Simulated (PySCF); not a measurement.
Constitutional and geometric isomers with formula H6OSi3. Isolated molecules, 0 K electronic values unless said otherwise. One relaxed conformer stands for each flexible species; it need not be the lowest. Strings in code marks are SMILES.

Quantity: vertical ionisation energy (energy after one electron is removed minus that of the parent at the parent's geometry), in eV.

Case: `O[Si](=[SiH2])[SiH3]` (H–O–Si–Si torsion 29°). Geometry of `O[Si](=[SiH2])[SiH3]` (neutral, multiplicity 1, Å):

```xyz
10

O      0.1434     2.0388     0.5839
Si     0.3268     0.4917     0.0346
Si     1.8177    -0.9299     0.7914
Si    -1.7509    -0.2802    -0.6905
H      0.9318     2.4714     0.9288
H      1.9293    -2.0548    -0.1781
H      3.1617    -0.3672     1.1084
H     -2.7837    -0.1678     0.3724
H     -2.1995     0.5008    -1.8728
H     -1.5767    -1.7028    -1.0782
```

Problem. Give the vertical ionisation energy (energy after one electron is removed minus that of the parent at the parent's geometry) at the level B3LYP/6-31G* // r2SCAN-D4/def2-TZVP (PySCF).

Solution. 7.58 eV.
